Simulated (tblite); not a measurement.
Species: C₅H₄O₂S (charge +1 and doublet state).
Numbering: `[CH3:1][C:2](=[S:3])[C+:4]=[C:5][C:6](=[O:7])[OH:8]` (hydrogens: H9, H10, H11 on C1; H12 on O8)

Structure optimised with GFN2-xTB, isolated species. This method treats the open shell by occupation alone, without spin polarisation.

Problem. List the bond lengths, angles and torsions at this level.

Solution. 
| bond | length (Å) |
| --- | --- |
| C1–C2 | 1.475 |
| C2=S3 | 1.638 |
| C2–C4 | 1.401 |
| C4=C5 | 1.210 |
| C5–C6 | 1.463 |
| C6=O7 | 1.198 |
| C6–O8 | 1.305 |
| C1–H9, C1–H10, C1–H11 | 1.091 |
| O8–H12 | 0.975 |

Bonds in one row agree within 0.01 Å and their mean is given. A selection of angles:
| angle | degrees |
| --- | --- |
| C2–C1–H9 | 112.0 |
| C2–C1–H10 | 109.6 |
| H9–C1–H10 | 109.7 |
| H10–C1–H11 | 105.9 |
| C1–C2–S3 | 123.8 |
| C1–C2–C4 | 118.2 |
| S3–C2–C4 | 118.0 |
| C2–C4–C5 | 178.4 |
| C4–C5–C6 | 173.5 |
| C5–C6–O7 | 119.1 |
| C5–C6–O8 | 112.4 |
| O7–C6–O8 | 128.4 |
| C6–O8–H12 | 112.9 |

Dihedral angles: H12–O8–C6–C5 180° (antiperiplanar). The mirror-image conformer, all signs reversed, is as good.

C6 (carbon bonded to C and 2 O) is planar (angles 128.4°, 119.1° and 112.4°, sum 360.0°, 0.00 Å off the plane of its three neighbours). The C–O distances run from 1.198 Å (C6=O7, drawn double in a drawing that doesn't fit all lengths) to 1.305 Å (C6–O8, drawn single in a drawing that doesn't fit all lengths), a spread of 0.107 Å. The C–C distances run from 1.210 Å (C4=C5, drawn double in a drawing that doesn't fit all lengths) to 1.475 Å (C1–C2, drawn single in a drawing that doesn't fit all lengths), a spread of 0.265 Å. C2 (carbon bonded to 2 C and S) is planar (angles 123.8°, 118.2° and 118.0°, sum 360.0°, 0.00 Å off the plane of its three neighbours).

Point group: C1 (no symmetry element, even within 0.4 Å). Its GFN2-xTB frequencies are all real (lowest 18 cm⁻¹). Torsions: C5–C6–O8–H 180°.

On Arm Neoverse V1, one thread, shared host with 32 logical CPUs at a one-minute load of 19, this took 0.77 s of wall time. These figures are those of the optimisation.

All values are computed, not measured.
